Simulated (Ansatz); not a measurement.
```yaml
crystal:
  periodic: [false, false, false]
  atoms:
    - {symbol: C, position_ang: [-1.601684, -0.061862, 0.258432]}
    - {symbol: Si, position_ang: [0.037492, 0.150462, -0.580927]}
    - {symbol: C, position_ang: [1.374165, -0.869231, 0.200101]}
    - {symbol: F, position_ang: [-0.114533, -0.300468, -2.111899]}
    - {symbol: S, position_ang: [0.594048, 2.214173, -0.732429]}
    - {symbol: H, position_ang: [-1.555846, 0.289341, 1.292652]}
    - {symbol: H, position_ang: [-2.375540, 0.508666, -0.258646]}
    - {symbol: H, position_ang: [-1.894416, -1.115438, 0.271641]}
    - {symbol: H, position_ang: [1.549988, -0.553071, 1.231690]}
    - {symbol: H, position_ang: [2.310713, -0.762816, -0.350617]}
    - {symbol: H, position_ang: [1.094766, -1.926423, 0.213193]}
    - {symbol: H, position_ang: [0.657745, 2.371667, 0.600910]}
basis:
  gaussian: {orbitals: aug-cc-pVTZ, nuclear_model: gaussian, point_charges: [{charge: -1.00, position_ang: [5.295, -0.261, -0.924]}]}
hamiltonian: {xc: {name: HF}}
correlation: {active_space: {window: {electrons: 6, orbitals: 2}}}
output: {forces: true}
```

```sh
$ ansatz run in.yaml --threads 4 --pin off --events-out ev --progress --plain --max-ram 10444MiB
```

Shortened log:

```
Functional definition: HF
2249 factors; integrals over basis functions are off by at most 1.5e-3 eV
mean field evaluation 1: about -23559.2383 eV, gradient 4.3e1 eV
mean field evaluation 2: about -23559.4129 eV, gradient 4.3e1 eV
mean field evaluation 4: about -23563.7267 eV, gradient 4.1e0 eV
mean field evaluation 8: about -23563.7938 eV, gradient 2.8e-1 eV
mean field -23563.79433518 eV, -865.9534697044 hartree, gradient 8.9e-6 eV, S^2 0.000000; 0 other end points of the search recorded, 0 dependent functions left out
reference -23563.79433518 eV, -865.9534697044 hartree; 29, 29 occupied and 370, 370 virtual orbitals, 2249 factors
Error: 6 electrons in 2 orbitals form no window around the highest filled level of the reference
```

(1) What is wrong with this run?

## Answers

(1) The active space doesn't fit the electrons. The run stopped with an error.
